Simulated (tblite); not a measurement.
C7H6ClN (charge +1 and doublet state).
Numbering: `[N:1]#[C:2][CH2:3][C+:4]1[CH:5][CH:6]=[CH:7][C@H:8]1[Cl:9]` (hydrogens: H10, H11 on C3; H12 on C5; H13 on C6; H14 on C7; H15 on C8)

A start from a force field or distance geometry was refined with tblite 0.8.0, GFN2-xTB geometry optimisation, gas phase. Values at the start:

```tsv
coordinate	start
N1≡C2	1.163 Å
C2–C3	1.470 Å
C3–C4	1.505 Å
C3–H10	1.112 Å
C3–H11	1.093 Å
C4–C5	1.487 Å
C4–C8	1.507 Å
C5–C6	1.513 Å
C5–H12	1.117 Å
C6=C7	1.326 Å
C6–H13	1.065 Å
C7–C8	1.515 Å
C7–H14	1.093 Å
C8–Cl9	1.747 Å
C8–H15	1.114 Å
C2–C3–C4	105.4°
C3–C4–C5	129.1°
C3–C4–C8	127.3°
C4–C5–C6	99.1°
C4–C8–C7	98.1°
C4–C8–Cl9	114.2°
C5–C4–C8	103.6°
C7–C8–Cl9	114.1°
C3–C4–C5–C6	139°
C3–C4–C8–C7	-139°
C4–C5–C6–C7	26°
C6–C7–C8–Cl9	-147°
```

Task: How do these coordinates change at the GFN2-xTB level?

Result: 
```json
{"coordinate": "C4–C5", "GFN2-xTB (Å or °)": "1.380", "change": "-0.107"}
{"coordinate": "C5–C6", "GFN2-xTB (Å or °)": "1.420", "change": "-0.093"}
{"coordinate": "C8–Cl9", "GFN2-xTB (Å or °)": "1.810", "change": "+0.063"}
{"coordinate": "C6=C7", "GFN2-xTB (Å or °)": "1.369", "change": "+0.043"}
{"coordinate": "C5–H12", "GFN2-xTB (Å or °)": "1.077", "change": "-0.040"}
{"coordinate": "C3–C4", "GFN2-xTB (Å or °)": "1.473", "change": "-0.032"}
{"coordinate": "N1≡C2", "GFN2-xTB (Å or °)": "1.136", "change": "-0.027"}
{"coordinate": "C7–C8", "GFN2-xTB (Å or °)": "1.489", "change": "-0.026"}
{"coordinate": "C8–H15", "GFN2-xTB (Å or °)": "1.092", "change": "-0.022"}
{"coordinate": "C7–H14", "GFN2-xTB (Å or °)": "1.076", "change": "-0.017"}
{"coordinate": "C3–H10", "GFN2-xTB (Å or °)": "1.096", "change": "-0.016"}
{"coordinate": "C2–C3", "GFN2-xTB (Å or °)": "1.457", "change": "-0.013"}
{"coordinate": "C6–H13", "GFN2-xTB (Å or °)": "1.076", "change": "+0.011"}
{"coordinate": "C4–C8", "GFN2-xTB (Å or °)": "1.503", "change": "-0.004"}
{"coordinate": "C3–H11", "GFN2-xTB (Å or °)": "1.094", "change": "+0.001"}
{"coordinate": "C4–C5–C6", "GFN2-xTB (Å or °)": "109.7", "change": "+10.6"}
{"coordinate": "C7–C8–Cl9", "GFN2-xTB (Å or °)": "105.8", "change": "-8.3"}
{"coordinate": "C4–C8–Cl9", "GFN2-xTB (Å or °)": "108.9", "change": "-5.3"}
{"coordinate": "C4–C8–C7", "GFN2-xTB (Å or °)": "103.1", "change": "+5.0"}
{"coordinate": "C5–C4–C8", "GFN2-xTB (Å or °)": "108.3", "change": "+4.7"}
{"coordinate": "C2–C3–C4", "GFN2-xTB (Å or °)": "109.1", "change": "+3.7"}
{"coordinate": "C3–C4–C8", "GFN2-xTB (Å or °)": "124.2", "change": "-3.1"}
{"coordinate": "C3–C4–C5", "GFN2-xTB (Å or °)": "127.4", "change": "-1.7"}
{"coordinate": "C3–C4–C5–C6", "GFN2-xTB (Å or °)": "180", "change": "+41"}
{"coordinate": "C3–C4–C8–C7", "GFN2-xTB (Å or °)": "180", "change": "-41"}
{"coordinate": "C6–C7–C8–Cl9", "GFN2-xTB (Å or °)": "-115", "change": "+32"}
{"coordinate": "C4–C5–C6–C7", "GFN2-xTB (Å or °)": "1", "change": "-25"}
```

The energy falls by 65.8 kcal/mol over 122 L-BFGS steps, the largest force on an atom goes from 3.26 to 0.006 eV/Å, and the atoms move by 0.785 Å rms after alignment. The bond that changes most is C4–C5 (ends: carbon bonded to 3 C; carbon bonded to 2 C and H), which shortens by 0.107 Å. Bonds longer at the end by more than 0.005 Å: 3 of 15; shorter: 10. Among the dihedrals that turn most is C3–C4–C5–H12, from -107° to -1°. Rotational constants go from 2003, 1071, 748.5 to 2192, 1006, 777.9 MHz.

Its GFN2-xTB frequencies are all real (lowest 17 cm⁻¹).

One conformer stands for the species.

These are computed values.
